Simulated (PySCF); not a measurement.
# Cost of excited-state runs on `C(C)(C)(CF)[C@H](Cl)Br`, C₅H₉BrClF

Geometry:
| atom | x (Å) | y (Å) | z (Å) |
| --- | --- | --- | --- |
| C1 | -0.590 | -0.368 | -1.381 |
| C2 | -0.043 | -0.003 | -0.003 |
| C3 | -0.651 | -0.903 | 1.078 |
| C4 | -0.414 | 1.456 | 0.309 |
| F5 | 0.067 | 1.828 | 1.539 |
| C6 | 1.485 | -0.119 | 0.041 |
| Cl7 | 2.280 | 0.931 | -1.162 |
| Br8 | 2.092 | -1.953 | -0.244 |
| H9 | -0.170 | 0.277 | -2.149 |
| H10 | -0.345 | -1.400 | -1.623 |
| H11 | -1.672 | -0.261 | -1.394 |
| H12 | -0.251 | -0.649 | 2.057 |
| H13 | -0.446 | -1.951 | 0.875 |
| H14 | -1.730 | -0.765 | 1.103 |
| H15 | -1.501 | 1.572 | 0.346 |
| H16 | 0.010 | 2.149 | -0.423 |
| H17 | 1.871 | 0.171 | 1.020 |

PySCF with density fitting, on 1 thread of an Arm Neoverse V2, shared host. Command: `OMP_NUM_THREADS=1 python excited_run.py task.json out`

How long does each of these runs take, and how much memory?
- magnetisability and related constants, KT3/pcSseg-1; isotopologues; writes grids
- magnetisability and related constants, PBE/pcseg-1; usual settings


```
                                  run         level  basis functions  wall time  peak memory (GiB)
magnetisability and related constants  KT3/pcSseg-1              212       59 s               0.95
magnetisability and related constants   PBE/pcseg-1              174       42 s               0.75
```
Times from a shared host are rough.
